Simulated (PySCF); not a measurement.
**Ionisation energy of Mn²⁺ by level of theory**

Mn²⁺ [Ar] 3d5 (6S) → Mn³⁺ [Ar] 3d4 (5D), as a difference of total energies. All numbers are calculated (PySCF 2.14, the spin-free X2C one-electron Hamiltonian (Gaussian nucleus), in aug-cc-pVTZ-DK (8s7p5d3f2g, 93 functions)). Correlated levels: valence: [Ar] frozen. The calculations carry no spin-orbit coupling.

```csv
method,ionisation energy (eV),difference from reference (eV)
UHF,32.360,-1.308
MP2 (valence),33.198,-0.470
SCS-MP2 (valence),32.640,-1.028
CCSD (valence),33.220,-0.448
CCSD(T) (valence),33.236,-0.432
```

Reference: 33.668 ± 0.012 eV (measured; NIST Atomic Spectra Database, ionization energies).

The reference lies between the lowest fine-structure levels, while these numbers refer to the centres of the terms.

Errors of the correlated levels include the incompleteness of this basis and the frozen core.
